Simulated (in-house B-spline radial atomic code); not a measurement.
The outermost shell (largest non-relativistic mean radius) with and without relativity; Dirac values are averaged over j. Computed with a radial B-spline atomic code at the basis-set limit: non-relativistic Hartree-Fock and Dirac-Hartree-Fock, averages of the configuration (point nuclei without relativity, finite nuclei with it).

```tsv
ion	configuration	outermost shell	radius non-relativistic (bohr)	radius Dirac (bohr)	radius change (%)	level non-relativistic (eV)	level Dirac (eV)	spin-orbit splitting (eV)
F	[He] 2s2 2p5	2p	1.0848	1.0847	-0.0066891	-19.865	-19.852	0.072615
Ne	[He] 2s2 2p6	2p	0.96527	0.96514	-0.013322	-23.141	-23.124	0.12414
Mg	[Ne] 3s2	3s	3.2529	3.248	-0.15211	-6.886	-6.8965	-
Al	[Ne] 3s2 3p1	3p	3.4339	3.436	0.061554	-5.713	-5.7031	0.014586
Si	[Ne] 3s2 3p2	?	?	?	?	?	?	?
P	[Ne] 3s2 3p3	3p	2.3688	2.369	0.0077672	-9.539	-9.5262	0.056399
S	[Ne] 3s2 3p4	?	?	?	?	?	?	?
Cl	[Ne] 3s2 3p5	3p	1.842	1.8415	-0.030546	-13.780	-13.763	0.14123
Ar	[Ne] 3s2 3p6	3p	1.663	1.6621	-0.049254	-16.082	-16.064	0.20594
```

Question: Fill in the row of Si.

Answer: outermost shell: 3p; radius non-relativistic (bohr): 2.7877; radius Dirac (bohr): 2.7885; radius change (%): 0.030232; level non-relativistic (eV): -7.585; level Dirac (eV): -7.5736; spin-orbit splitting (eV): 0.031218.

Question: Fill in the row of S.

Answer: outermost shell: 3p; radius non-relativistic (bohr): 2.0693; radius Dirac (bohr): 2.069; radius change (%): -0.011813; level non-relativistic (eV): -11.601; level Dirac (eV): -11.586; spin-orbit splitting (eV): 0.092271.

Question: Which member changes most?

Answer: Magnesium (Mg): its 3s shell contracts by 0.2 %.
